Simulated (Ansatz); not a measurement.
Calculated with Ansatz (gas phase, PBE0-D4/def2-TZVP geometries, no zero-point term in ΔE). CCSD(T)/CBS is the MP2 limit (def2-TZVPP, def2-QZVPP) plus CCSD(T) − MP2 in def2-TZVPP, frozen cores. DFT in def2-TZVPP. For Ge outer-core shells are correlated without core-valence functions, which leaves a few kJ/mol of doubt a bond. Scalar relativity is left out up to krypton.

Consider the substitution at a C–Si bond: `C[SiH]1C=CS1` + `[SiH3][NH][GeH3]` → `C[N]([SiH3])[GeH3]` + `C1=CS[SiH2]1`.

| level | ΔE (kcal/mol) |
| --- | --- |
| r2SCANh-D4 | 22.6 |
| r2SCAN0-D4 | 22.7 |
| BHLYP-D4 | 21.5 |
| r2SCAN | 22.6 |
| MP2/def2-TZVPP | 22.0 |
| CCSD(T)/def2-TZVPP | 21.1 |
| MP2/def2-QZVPP | 22.3 |
| MP2/CBS(def2) | 22.5 |

Problem. What does CCSD(T)/CBS give? (Estimate.)

Solution. The calculation gave: +21.6 kcal/mol. The listed levels differ from it by 1.0, 1.1, -0.1, 1.0, 0.4, -0.5, 0.7, 0.9 kcal/mol.

Largest T1 diagnostic among the species: 0.013.

Leaving LDA and LC-ωPBE aside and taking each functional with its dispersion term where it has one, the values, not all of them listed here, spread over 2.4 kcal/mol, from BLYP-D4 to r2SCAN0-D4. LDA lies −1.1 kcal/mol from PBE without D4. At CCSD(T), def2-SVP lies −4.6 kcal/mol from the extrapolated value and def2-TZVPP −0.5 kcal/mol.
